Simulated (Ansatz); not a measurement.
One change: `F/C=C\S` becomes `F/C=C\I`.

Ansatz, PBE0-D4/def2-TZVP geometries, multiplicity 1. Each molecule was computed in one conformer, which needn't be the lowest.

Elements past krypton have def2 core potentials.

| property | `F/C=C\S` |
| --- | --- |
| HOMO energy (PBE/def2-TZVPP) / eV | -5.39 |
| LUMO energy (ωB97M-V/def2-TZVPP) / eV | 2.35 |
| HOMO energy (PBE0/def2-TZVPP) / eV | -6.53 |
| HOMO energy (ωB97M-V/def2-TZVPP) / eV | -8.66 |
| HOMO–LUMO gap (ωB97M-V/def2-TZVPP) / eV | 11.00 |
| LUMO energy (B3LYP/def2-TZVPP) / eV | -0.03 |

Question: What does the change do to each property? (Estimate.)

Answer: Computed: 
| property | `F/C=C\I` | shift |
| --- | --- | --- |
| HOMO energy (PBE/def2-TZVPP) / eV | -5.96 | -0.57 |
| LUMO energy (ωB97M-V/def2-TZVPP) / eV | 1.24 | -1.11 |
| HOMO energy (PBE0/def2-TZVPP) / eV | -7.07 | -0.54 |
| HOMO energy (ωB97M-V/def2-TZVPP) / eV | -9.17 | -0.51 |
| HOMO–LUMO gap (ωB97M-V/def2-TZVPP) / eV | 10.41 | -0.59 |
| LUMO energy (B3LYP/def2-TZVPP) / eV | -1.01 | -0.98 |

With PBE0 the HOMO falls by 0.54 eV and the LUMO falls by 0.96 eV, so the gap narrows by about 0.42 eV. PBE moves the HOMO by -0.57 eV and ωB97M-V by -0.51 eV.

B3LYP here is the variant with VWN-RPA as its local correlation; programs differ in this.

Spin–orbit coupling is left out; it splits and shifts lone-pair levels of the heavy atoms by tenths of an eV.
